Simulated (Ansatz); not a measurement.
## Worked example: C2H8Si2 + CH9NSi2 → C2H10Si3 + CH7NSi

Species: C2H8Si2 `C=C[SiH2][SiH3]`, singlet; CH9NSi2 `CN([SiH3])[SiH3]`, singlet; C2H10Si3 `C=C[SiH]([SiH3])[SiH3]`, singlet; CH7NSi `CN[SiH3]`, singlet. The partners trade H for SiH3: Si–H and N–SiH3 bonds give way to Si–SiH3 and N–H.

Shapes, held fixed at every level: PBE0-D4/def2-TZVP. Flexible molecules stand in one conformer, not always the lowest. Programs: Ansatz 0.2.0. Electronic energies: no zero-point or thermal term.

At CCSD(T)/CBS estimate; 1 Eh = 2625.50 kJ/mol:

```
 species  energy (Eh)
 C2H8Si2  -659.041331
 CH9NSi2  -676.350369
C2H10Si3  -949.324281
  CH7NSi  -386.049483
```

Question: Work out ΔE of the reaction at this level.

Answer: 
1. Products less reactants: (-949.324281) + (-386.049483) − [(-659.041331) + (-676.350369)] = 0.017936 Eh = +47.1 kJ/mol.

Other levels give +26.1 (PBE-D4/def2-TZVPP) to +54.0 kJ/mol (MP2/def2-TZVPP). No measured value is set beside it here. The CBS estimate extrapolates MP2 from def2-TZVPP and def2-QZVPP and adds CCSD(T) − MP2 in the triple-zeta set, cores frozen.
